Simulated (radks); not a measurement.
Valence configurations of the zinc ion Zn2+ (all share [Ar]). Calculated with a radial shooting solver on a logarithmic mesh with Libxc functionals: scalar-relativistic Kohn-Sham, SCAN, spin-polarised, spherical densities, finite nucleus; open shells are filled with parallel spins first; meta-GGA in the generalised Kohn-Sham scheme; Fermi nuclear charge, rms radius 3.9283 fm. Energies are relative to 3d10; eigenvalues in eV for spin up.

valence,E (eV),moment (Bohr magnetons),e(3d),e(4p),e(4s)
3d10,0.000,0,-31.046,-,-
3d9.5 4p0.5,8.486,1,-35.783,-17.006,-
3d9 4p1,18.002,2,-40.639,-18.812,-
3d9 4s0.5 4p0.5,13.855,2,-39.881,-18.496,-26.915
3d8 4s0.5 4p1.5,36.059,4,-50.086,-21.446,-30.668
3d8 4p2,40.636,4,-50.799,-21.689,-
3d8 4s1 4p1,31.419,4,-49.357,-21.129,-30.473
3d8.5 4s1 4p0.5,19.893,3,-44.176,-19.611,-28.547

NIST lists [Ar] 3d10 as the ground configuration; this level of theory agrees among the configurations tried. The energies are those of spherical high-spin densities, not of single terms. No valid solution was reached for [Ar] 3d8 4s2; [Ar] 3d9 4s1.
